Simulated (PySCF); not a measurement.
A structure optimised at PBE0-D3(BJ)/def2-SVP, used in a PySCF frequency run:

```
N
H 1 1.0114
B 1 1.4267 2 118.43
B 1 1.4267 2 118.43 3 180.00
N 3 1.4308 1 117.34 2 180.00
H 5 1.0115 3 119.03 1 180.00
B 5 1.4187 6 119.78 3 180.00
N 7 1.4187 5 119.79 6 180.00
H 8 1.0115 7 119.78 5 180.00
H 4 1.2091 1 121.47 2 0.00
H 3 1.2091 1 121.47 2 0.00
```
Charge 0, spin multiplicity 2.

Q: Write its SMILES, formula and point group.

A: [B]1NBNBN1, B₃H₅N₃, C2v

Q: What are its rotational constants (standard atomic weights)?

A: 5.8121, 5.2749, 2.7652 GHz
